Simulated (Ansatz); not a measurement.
CH4F2O2SW (`C[O][W]([OH])([F])([F])=[S]`), relaxed with RKS PBE-D4/def2-SVP in the Gaussian-basis code of Ansatz from a rough embedded geometry. The force threshold is 0.03 eV/Å; the program also tests the step.

Charge 0, multiplicity 1. W takes the def2 core potential.

Start:

```xyz
11

C    -1.537    0.781   -0.585
O    -0.196    1.158   -1.001
W     0.950   -0.574    0.200
O     0.387    0.285    2.155
F     2.782   -0.405   -0.531
F     2.421   -2.219    0.686
S     1.050   -1.473   -1.881
H    -2.086    1.683   -0.596
H    -1.830   -0.022   -1.288
H    -1.391    0.304    0.463
H    -0.550    0.482    2.379
```

```csv
step,energy (eV),largest force (eV/Å),largest move (Å)
1,-23263.6374,5.518,0.000
2,-23267.2888,3.154,0.195
3,-23269.5263,1.888,0.195
4,-23270.7806,1.292,0.195
5,-23271.2467,0.483,0.195
6,-23271.5321,0.423,0.200
7,-23271.7488,0.481,0.196
8,-23271.8749,0.351,0.199
9,-23271.9195,0.526,0.200
10,-23271.9317,0.121,0.079
11,-23271.9351,0.180,0.069
13,-23271.9399,0.076,0.034
15,-23271.9443,0.039,0.073
17,-23271.9512,0.181,0.031
19 (rejected),-23271.9502,0.509,0.195
21,-23271.9646,0.115,0.097
23,-23271.9704,0.176,0.054
25,-23271.9812,0.177,0.062
27,-23271.9986,0.237,0.083
29,-23272.0095,0.285,0.063
31,-23272.0223,0.042,0.028
32,-23272.0229,0.019,0.018
```

End:

```xyz
11

C    -1.323    1.098   -0.730
O    -0.598    0.356    0.221
W     1.011   -0.631    0.248
O     0.695   -1.031    2.073
F     1.578    0.674   -1.020
F     2.857   -0.780    0.609
S     0.495   -2.350   -0.918
H    -0.623    1.703   -1.348
H    -1.882    0.407   -1.400
H    -2.037    1.772   -0.213
H    -0.172   -1.218    2.478
```

It took 85 s on 4 threads of an Arm Neoverse V1 on a shared host, with 0.23 GiB of host memory at the peak.
